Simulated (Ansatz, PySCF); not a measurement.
Process, species as SMILES: [B]O + 2 [H][H] (H2) → B (BH3) + O (H2O)
Geometries: B3LYP-D3(BJ)/def2-TZVP minima from Ansatz (an electronic-structure program).

Quantity: energy of full hydrogenation (enthalpy at 298 K, with B3LYP-D3(BJ) rigid-rotor harmonic-oscillator terms from PySCF), in kJ/mol. Correlated levels leave the core frozen unless marked. Spin-orbit coupling is left out. Non-relativistic. CBS(X,Y): correlation extrapolated as X^-3; Hartree-Fock from the larger set (for Q and 5 zeta extrapolated as (X+1)exp(-9√X)).

```tsv
level	program	energy of full hydrogenation (kJ/mol)
r2SCAN/def2-TZVPD	Ansatz	-102.9
PBE0/def2-TZVP	Ansatz	-107.8
M06-2X/def2-TZVPD	PySCF	-92.3
CAM-B3LYP-D4/def2-TZVPD	Ansatz + dftd4	?
wB97M-V/def2-TZVPD	Ansatz	?
wB97X/def2-TZVPD	Ansatz	-116.0
SCS-MP2/6-31G*	Ansatz	-84.1
CCSD/def2-TZVPPD	Ansatz	-101.1
CCSD(T)/CBS(cc-pVQZ,cc-pV5Z)	Ansatz	?
```

Fill in the missing entries.


- CAM-B3LYP-D4/def2-TZVPD, energy of full hydrogenation (kJ/mol): -105.1
- wB97M-V/def2-TZVPD, energy of full hydrogenation (kJ/mol): -91.5
- CCSD(T)/CBS(cc-pVQZ,cc-pV5Z), energy of full hydrogenation (kJ/mol): -93.1
